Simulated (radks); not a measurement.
The numbers below are computed, except where a source is named.
Ho18+, 49 electrons, occupied as [Kr] 4d10 4f3 (the NIST ground configuration). Code: a radial shooting solver on a logarithmic mesh with Libxc functionals. Model: scalar-relativistic Kohn-Sham, LB94 model potential, spin-polarised, spherical densities, finite nucleus; open shells are filled with parallel spins first (spin-orbit coupling, left out, can overturn this in heavy ions); Fermi nuclear charge, rms radius 5.2022 fm.

Unscreened Slater integrals over Kohn-Sham orbitals (hartree). They are taken over the spin-up orbitals.

integral     value
F0(4f,4f)   1.5881
F2(4f,4f)  0.81466
F4(4f,4f)  0.52487
F6(4f,4f)  0.38180
F0(4f,4d)   1.5950
F2(4f,4d)  0.80040
F4(4f,4d)  0.52069
G1(4f,4d)  0.90802
G3(4f,4d)  0.59465
G5(4f,4d)  0.42763
F0(4f,4p)   1.6302
F2(4f,4p)  0.83021
G2(4f,4p)  0.71700
G4(4f,4p)  0.50664
F0(4f,4s)   1.6677
G3(4f,4s)  0.60976
F0(4d,4d)   1.6197
F2(4d,4d)  0.82903
F4(4d,4d)  0.55914
F0(4d,4p)   1.6536
F2(4d,4p)  0.85330
G1(4d,4p)   1.0790
G3(4d,4p)  0.68147
F0(4d,4s)   1.6897
G2(4d,4s)  0.84614
F0(4p,4p)   1.6922
F2(4p,4p)  0.88864
F0(4p,4s)   1.7307
G1(4p,4s)   1.1770
F0(4s,4s)   1.7728

Derived for the open shells (J is the average intra-shell exchange parameter used in DFT+U). 4f: F4/F2 = 0.644, F6/F2 = 0.469, J = (286 F2 + 195 F4 + 250 F6)/6435 = 0.06695 hartree.
